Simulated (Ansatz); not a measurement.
`CC(=O)SCCCCc1ccc2ccc3cccc4ccc1c2c34`. Total charge 0; singlet. Geometry PBE-D4/def2-SVP, basis def2-TZVP, Ansatz.

| run | HOMO (eV) | LUMO (eV) |
| --- | --- | --- |
| A | -5.67 | -1.73 |
| B | -5.75 | -1.70 |
| C | -5.33 | -2.09 |
| D | -4.95 | -2.43 |
| E | -7.72 | -0.01 |
| F | -5.05 | -2.35 |

LC-ωPBE has ω = 0.4 bohr⁻¹. Single mean-field runs in def2-TZVP are fitted with def2-universal-jkfit.

Task: The runs used LC-ωPBE, PBE, PBE0, r2SCAN, r2SCAN0, r2SCANh. Estimate which is which.

Result: A PBE0 (25 % exact exchange); B r2SCAN0 (25 % exact exchange); C r2SCANh (10 % exact exchange); D PBE (0 % exact exchange); E LC-ωPBE (range-separated); F r2SCAN (0 % exact exchange). Exact exchange lowers occupied and raises empty levels; among semilocal functionals meta-GGAs tend to open the gap a little, and such runs are hard to tell apart. The gap grows from 2.52 eV (PBE) to 7.71 eV (LC-ωPBE).
